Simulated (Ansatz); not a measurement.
Telling isomers of CH4F2GaN apart by their spectra

These gas-phase data were calculated for one isomer of CH4F2GaN at PBE0-D4/def2-SVP (harmonic, unscaled wavenumbers; equilibrium rotational constants with average atomic masses):

- rotational constants: 5.883, 2.271, 1.67 GHz
- all wavenumbers above 1500 cm⁻¹: 3648, 3564, 3134, 3076, 1646

Candidates:

(1) `C[NH][Ga]([F])[F]`, a singlet
(2) `N[CH2][Ga]([F])[F]`, a singlet

Assign the data to one candidate and say why.

Candidate (2). 2 modes lie between 3250 and 3800 cm⁻¹, one for each N–H bond, while (1) has 1.

The same quantities for all candidates:

```tsv
	rotational constants (GHz)	wavenumbers above 1500 cm⁻¹	E above the lowest, PBE0-D4/def2-SVP (kcal/mol)
(1)	5.779, 2.468, 1.748	3653, 3150, 3090, 3021	0.0
(2)	5.883, 2.271, 1.67	3648, 3564, 3134, 3076, 1646	10.8
```

Each candidate is one conformer. Programs: Ansatz 0.2.0.
